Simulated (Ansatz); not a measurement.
`BNC(=N)F` + H₂ → `N=CF` + `BN` at 500 K and 1 bar (hydrogenolysis of a C–N bond).

Isolated molecules relaxed with PBE0-D4/def2-TZVP in Ansatz; ΔE leaves out vibrations. CBS: MP2 limit from def2 TZ/QZ plus the TZ coupled-cluster correction, frozen cores. This one scheme is used for every species. One conformer a species, not always the lowest.

```
   species  CCSD(T)/CBS energy (Eh)  H − E (kJ/mol)  S (J/(mol·K))
`BNC(=N)F`               -274.46558           202.8          355.7
        H₂                 -1.17544            41.0          145.5
    `N=CF`               -193.72220           108.9          274.9
      `BN`                -81.93499           148.8          257.4
```

H − E and S are ideal-gas, rigid-rotor, harmonic terms from PBE0-D4/def2-TZVP, for one conformer and one mirror image of each species. The MP2-based limit puts H₂ 0.8 mEh under its directly extrapolated value; such offsets cancel only in part. 1 Eh = 2625.50 kJ/mol, R = 8.31446 J/(mol·K).

By hand: ΔE, ΔH, ΔS and ΔG.

ΔE = (-193.72220) + (-81.93499) − (-274.46558) − (-1.17544) = -0.01617 Eh = -42.5 kJ/mol. Δ(H − E) = 108.9 + 148.8 − 202.8 − 41.0 = 13.9, so ΔH = -28.6 kJ/mol. ΔS = 274.9 + 257.4 − 355.7 − 145.5 = 31.1 J/(mol·K). ΔG = -28.6 − 500 × (31.1)/1000 = -44.2 kJ/mol.

By hand: the equilibrium constant, and the temperature at which ΔG would vanish if ΔH and ΔS stayed fixed.

log₁₀ K = −ΔG/(RT ln 10) = 4.6. ΔH and −TΔS have one sign here, so there is no such temperature.

TΔS isn't small against ΔH here. A doubt of 5 kJ/mol in ΔE shifts log₁₀ K by 0.5 here. Other conformers and mirror images would add mixing entropy, several J/(mol·K) or more a flexible species. These are equilibria of isolated gas molecules and say nothing of rates. Largest T1 diagnostic: 0.014 (customary marks: 0.02 for closed shells, 0.045 for open ones).
